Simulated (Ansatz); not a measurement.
Cost and result for the atomization energy of `SB(S)S` (7 atoms, 6 bonds).

Charge 0, multiplicity 1. Geometry: relaxed with PBE0-D4/def2-TZVP. It is one conformer, not always the lowest. Program: Ansatz. All runs use 2 threads of a server CPU on a shared host. Times are those of one run each, without the atoms' runs, and a repeat can differ threefold. Electronic energies, without spin–orbit coupling; frozen cores. CCSD(T)/CBS adds CCSD(T) − MP2 in def2-TZVPP to the MP2 limit, and its time is that of the two runs behind it. T1 = 0.013. B3LYP takes the VWN-RPA correlation (the form of Gaussian; ORCA's B3LYP/G). HSE06 is the plane-wave form, built on full-range PBE exchange.

CCSD(T)/CBS is a level of theory with its own doubt, some kJ/mol a heavy atom from the limit and from the frozen cores, so smaller differences don't rank the functionals.

```tsv
level	functions	wall time
CCSD(T)/def2-SVP	83	1.9 s
PBE-D4/def2-TZVPP (with forces)	199	3 s
BHLYP-D4/def2-TZVPP	199	3.7 s
PBE0-D4/def2-TZVPP	199	3.8 s
HSE06-D4/def2-TZVPP	199	4.1 s
B3LYP-D4/def2-TZVPP (with forces)	199	5.5 s
B2PLYP/def2-TZVPP	199	6 s
PBE-QIDH/def2-TZVPP	199	6 s
r2SCAN-D4/def2-TZVPP (with forces)	199	6.5 s
B97M-V/def2-TZVPP	199	10 s
MP2/def2-QZVPP	357	17 s
CCSD(T)/def2-TZVPP	199	58 s
CCSD(T)/CBS(def2)	–	75 s
```

Problem. What atomization energy does each give, and how far from CCSD(T)/CBS? (Estimate.)

Solution. Computed: 
```json
{"level": "CCSD(T)/def2-SVP", "atomization (kcal/mol)": "507.2", "difference from CCSD(T)/CBS": "-36.9", "per bond": "-6.2"}
{"level": "PBE-D4/def2-TZVPP (with forces)", "atomization (kcal/mol)": "561.2", "difference from CCSD(T)/CBS": "17.1", "per bond": "2.8"}
{"level": "BHLYP-D4/def2-TZVPP", "atomization (kcal/mol)": "528.1", "difference from CCSD(T)/CBS": "-16.0", "per bond": "-2.7"}
{"level": "PBE0-D4/def2-TZVPP", "atomization (kcal/mol)": "551.2", "difference from CCSD(T)/CBS": "7.1", "per bond": "1.2"}
{"level": "HSE06-D4/def2-TZVPP", "atomization (kcal/mol)": "551.6", "difference from CCSD(T)/CBS": "7.5", "per bond": "1.2"}
{"level": "B3LYP-D4/def2-TZVPP (with forces)", "atomization (kcal/mol)": "543.6", "difference from CCSD(T)/CBS": "-0.5", "per bond": "-0.1"}
{"level": "B2PLYP/def2-TZVPP", "atomization (kcal/mol)": "536.1", "difference from CCSD(T)/CBS": "-8.0", "per bond": "-1.3"}
{"level": "PBE-QIDH/def2-TZVPP", "atomization (kcal/mol)": "544.9", "difference from CCSD(T)/CBS": "0.8", "per bond": "0.1"}
{"level": "r2SCAN-D4/def2-TZVPP (with forces)", "atomization (kcal/mol)": "554.3", "difference from CCSD(T)/CBS": "10.2", "per bond": "1.7"}
{"level": "B97M-V/def2-TZVPP", "atomization (kcal/mol)": "558.9", "difference from CCSD(T)/CBS": "14.8", "per bond": "2.5"}
{"level": "MP2/def2-QZVPP", "atomization (kcal/mol)": "548.9", "difference from CCSD(T)/CBS": "4.8", "per bond": "0.8"}
{"level": "CCSD(T)/def2-TZVPP", "atomization (kcal/mol)": "527.2", "difference from CCSD(T)/CBS": "-16.9", "per bond": "-2.8"}
{"level": "CCSD(T)/CBS(def2)", "atomization (kcal/mol)": "544.1", "difference from CCSD(T)/CBS": "0.0", "per bond": "0.0"}
```

The D4 term adds +8.4 kcal/mol with B3LYP and +4.3 kcal/mol with PBE0; it sums over pairs of atoms, weighted by their polarisabilities, and B3LYP, whose exchange is more repulsive, gets the larger term. In def2-TZVPP, CCSD(T) changes the Hartree–Fock value by +138.6 kcal/mol (the triples alone add +11.7 kcal/mol) and MP2 by +150.6 kcal/mol; breaking electron pairs costs correlation energy, which Hartree–Fock lacks. From BLYP to BHLYP (50 % exact exchange), in def2-TZVPP and without D4, the atomization energy moves by −10.4 kcal/mol: exact exchange takes away binding that semilocal exchange gives to molecules.
